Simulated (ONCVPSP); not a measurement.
## Configuration tests for K (Z = 19) (ONCV)

ONCVPSP 4.0.1 input, shortened (lines: element, Z, core and valence counts, functional; n l f; lmax; l rc ep ncon nbas qcut; lloc lpopt rc5 dvloc0; l nproj debl; icmod fcfact rcfact), PBEsol, scalar-relativistic:

```
  K 19.00    3    3  -116133      upf
    1    0    2.00
    2    0    2.00
    2    1    6.00
    3    0    2.00
    3    1    6.00
    4    1    1.00
    2
    0    1.30    0.00    4    8    5.90
    1    2.30    0.00    5    9    7.60
    2    2.35    0.05    4    9    4.80
    4    5    1.05    0.00
    0    2    0.50
    1    2    1.70
    2    2    3.80
    3    4.00    1.15
```

In the s channel the program set the typed energies aside and used -1.351, 0.250 Ha.

Energies are relative to the spin-unpolarised reference configuration 3s2 3p6 4p1; without spin polarisation the order of configurations can differ from experiment.

| valence configuration | charge | ΔE all-electron (eV) | error AE − PS (meV) |
| --- | --- | --- | --- |
| 3s2 3p6 4s0.5 4p0 | +0.5 | 0.103 | 0.0 |
| 3s1 3p6 4s1 4p0 | +1 | 40.381 | +0.2 |

(1) What are ΔE and the potential's error for 3s2 3p6 4p0?

(2) What are ΔE and the potential's error for 3s2 3p6 4s1 4p0?

Levels in the configuration 3s1 3p6 4s1 4p0:

```json
{"level": "3s", "all-electron (eV)": "-48.884", "pseudo (eV)": "-48.875"}
{"level": "3p", "all-electron (eV)": "-31.855", "pseudo (eV)": "-31.850"}
{"level": "4s", "all-electron (eV)": "-8.635", "pseudo (eV)": "-8.634"}
```

Note: no bound ghost flagged; GHOST(+) flagged for d at 123.8 eV, s at 272.4 eV.

## Answers

(1) ΔE = 2.700 eV all-electron; the error (AE − PS) is -0.1 meV.

(2) ΔE = -1.518 eV all-electron; the error (AE − PS) is 0.0 meV.
